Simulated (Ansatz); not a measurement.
Start from `[F][Hf]([F])([F])[Cl]` and change one atom or group to get `[F][Hf]([F])([Cl])[Cl]`.

Ansatz, PBE0-D4/def2-TZVP geometries, multiplicity 1. 

Elements past krypton have def2 core potentials.

```json
{"property": "HOMO–LUMO gap (PBE/def2-TZVPP) / eV", "`[F][Hf]([F])([F])[Cl]`": "6.59"}
{"property": "HOMO energy (B3LYP/def2-TZVPP) / eV", "`[F][Hf]([F])([F])[Cl]`": "-9.74"}
{"property": "LUMO energy (ωB97M-V/def2-TZVPP) / eV", "`[F][Hf]([F])([F])[Cl]`": "0.43"}
{"property": "zero-point energy (PBE0-D4/def2-TZVP) / kJ/mol", "`[F][Hf]([F])([F])[Cl]`": "18.7"}
{"property": "HOMO–LUMO gap (ωB97M-V/def2-TZVPP) / eV", "`[F][Hf]([F])([F])[Cl]`": "12.73"}
{"property": "HOMO–LUMO gap (PBE0/def2-TZVPP) / eV", "`[F][Hf]([F])([F])[Cl]`": "8.95"}
```

Task: What does the change do to each property? (Best estimate.)

Result: Computed: 
| property | `[F][Hf]([F])([Cl])[Cl]` | shift |
| --- | --- | --- |
| HOMO–LUMO gap (PBE/def2-TZVPP) / eV | 5.95 | -0.64 |
| HOMO energy (B3LYP/def2-TZVPP) / eV | -9.52 | 0.22 |
| LUMO energy (ωB97M-V/def2-TZVPP) / eV | 0.54 | 0.11 |
| zero-point energy (PBE0-D4/def2-TZVP) / kJ/mol | 16.7 | -2.0 |
| HOMO–LUMO gap (ωB97M-V/def2-TZVPP) / eV | 12.58 | -0.15 |
| HOMO–LUMO gap (PBE0/def2-TZVPP) / eV | 8.21 | -0.74 |

With PBE0 the HOMO rises by 0.21 eV and the LUMO falls by 0.53 eV, so the gap narrows by about 0.74 eV. PBE moves the HOMO by 0.17 eV and ωB97M-V by 0.26 eV.

B3LYP here is the variant with VWN-RPA as its local correlation; programs differ in this.
